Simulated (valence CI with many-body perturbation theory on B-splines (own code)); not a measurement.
# Basis-set convergence for Se²⁺

Calculated by relativistic CI+MBPT: four valence electrons over a frozen Dirac-Fock core [Ar] 3d10, a basis of 9 s, 9 p, 8 d, 6 f, 3 g, 1 h functions for each j, with the one-electron correlation potential Σ1 (screened to all orders), the two-electron term Σ2, the three-electron term Σ3, Breit, model QED; selected single and double excitations, second order for the rest, scaled by the run's own slope (own B-spline code, finite nucleus).

Against 18 measured levels this calculation errs by 184 cm⁻¹ on average and by 348 at most. These come from a selection out of Moore, Atomic Energy Levels, vol. II, NSRDS-NBS 35 (1971 reprint of NBS Circular 467, 1952), an old analysis. Levels without a partner in it may be off by more. Among the levels kept, up to 430 cm⁻¹ of a level comes from second order outside the variational space, and about a tenth of that is noise between levels of different J, which matters for small intervals.

The reference run has the lowest level 4s²4p² ³P_0 and an ionisation energy of 31.6589 eV. Its largest variational space holds 20521 state functions.

Names give the largest LS component (configuration and term), which can be under half, so a name can repeat, a term be missing and a line seem to break the LS rules; names also repeat where a configuration has a term twice.

Changed runs:
A. basis 6 s, 6 p, 5 d, 3 f, 1 g
B. basis 5 s, 5 p, 4 d, 2 f

Excitation energies of the reference run in cm⁻¹, and shifts in cm⁻¹:

| Level | Reference | A | B |
| --- | --- | --- | --- |
| 4s²4p² ³P_1 | 1736 | -3.9 | -12 |
| 4s²4p² ³P_2 | 3927 | -3.9 | -4.7 |
| 4s²4p² ¹D_2 | 13042 | +68 | +279 |
| 4s²4p² ¹S_0 | 28145 | +113 | +429 |
| 4s4p³ ⁵S°_2 | 68204 | -172 | -516 |
| 4s4p³ ³D°_1 | 92317 | -35 | -2.6 |
| 4s4p³ ³D°_2 | 92433 | -34 | +0.3 |
| 4s4p³ ³D°_3 | 92996 | -35 | -1.7 |
| 4s4p³ ³P°_0 | 106199 | +20 | +198 |
| 4s4p³ ³P°_2 | 106225 | +18 | +190 |
| 4s4p³ ³P°_1 | 106309 | +19 | +196 |
| 4s²4p4d ¹D°_2 | 112217 | +0.8 | +173 |
| Ionisation energy (eV) | 31.6589 | -0.0138 | -0.0403 |
